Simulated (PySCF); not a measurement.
BaCl, charge +1. Atoms are numbered in the order given.

```xyz
2

Ba     0.0000     0.0000    -0.6055
Cl     0.0000     0.0000     1.9945
```
Charge +1, spin multiplicity 1.

Geometry: B3LYP-D3(BJ)/def2-TZVPD. The multiplicity is an assumed one; other spin states were not compared. The def2 effective core potentials stand for the cores of Ba; spin–orbit coupling is left out.

Computed with PBE/def2-TZVPD run with PySCF.

The molecule is in vacuum.

```json
{
 "total_energy": "-485.41405 hartree",
 "point_group": "C∞v",
 "highest_occupied_level": "-11.07 eV",
 "lowest_empty_level": "-6.86 eV",
 "orbital_gap": "4.21 eV",
 "dipole_moment_about_the_centre_of_nuclear_charge": "8.20 D",
 "mean_static_polarisability": "41.5 bohr³ (6.15 Å³)",
 "polarisability_principal_values": "29.9, 29.9, 64.7 bohr³"
}
```
